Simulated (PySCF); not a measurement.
Compound: [OsNCl4]- (charge -1 and singlet state).
Bonds: Os1–N2, Os1–Cl3, Os1–Cl4, Os1–Cl5, Os1–Cl6.

Computed, not measured: PBE0-D3(BJ)/def2-SVP geometry optimisation, gas phase, def2 core potentials past Kr (PySCF).

Task: How far are the bound atoms from Os1?

Result: 5 atoms: N2 1.613 Å, Cl6 2.344 Å, Cl3 2.344 Å, Cl5 2.344 Å, Cl4 2.344 Å.

Task: List the angles at Os1.

Result: 
| angle | degrees | distance of the outer atoms (Å) |
| --- | --- | --- |
| Cl3–Os1–Cl5 | 149.9 | 4.53 |
| Cl4–Os1–Cl6 | 149.9 | 4.53 |
| N2–Os1–Cl4 | 105.1 | 3.17 |
| N2–Os1–Cl3 | 105.1 | 3.17 |
| N2–Os1–Cl6 | 105.0 | 3.17 |
| N2–Os1–Cl5 | 105.0 | 3.17 |
| Cl4–Os1–Cl5 | 86.1 | 3.20 |
| Cl3–Os1–Cl4 | 86.1 | 3.20 |
| Cl5–Os1–Cl6 | 86.1 | 3.20 |
| Cl3–Os1–Cl6 | 86.1 | 3.20 |

Task: What is the shape at Os1?

Result: Square pyramidal: τ5 = (β − α)/60° = 0.00 from the two widest angles, 149.9° and 149.9° (0 for a square pyramid, 1 for a trigonal bipyramid).

Task: What are the rotational constants (commonest isotopes, rigid rotor)?

Result: A = 1161, B = 1161, C = 705.3 MHz: an oblate symmetric top.

Point group: C4v (every atom within 0.08 Å of its image). Charge -1, singlet. The geometry's basis has no diffuse functions, a weakness for an anion. Whether it is a minimum is left open (no frequencies).
